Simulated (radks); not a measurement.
Question: The mean radii <r> (bohr) of the occupied orbitals of an atom or ion are listed with their occupations. Calculated with a radial shooting solver on a logarithmic mesh with Libxc functionals: non-relativistic Kohn-Sham, LB94 model potential, spin-polarised, spherical densities, point nucleus.

orbital  occ.      <r>
1s down     1  0.01891
1s up       1  0.01891
2s down     1  0.07956
2s up       1  0.07956
2p down     3  0.06718
2p up       3  0.06718
3s up       1   0.2002
3s down     1   0.2001
3p up       3   0.1906
3p down     3   0.1905
3d up       5   0.1662
3d down     5   0.1662
4s up       1   0.4333
4s down     1   0.4337
4p up       3   0.4349
4p down     3   0.4353
4d up       5   0.4354
4d down     5   0.4359
4f up       7   0.4284
4f down     4   0.4289

Name the element and its charge. Open shells, if any, are filled with parallel spins first.

Answer: Z = 80, mercury, charge +23: Hg23+ in [Kr] 4d10 4f11. The 1s radius gives Z: for a bare nucleus <r> = 1.5/Z, 0.01875 bohr for Z = 80, and screening makes it slightly larger (0.01891 here). The occupations add up to 57, and the charge is Z minus that.
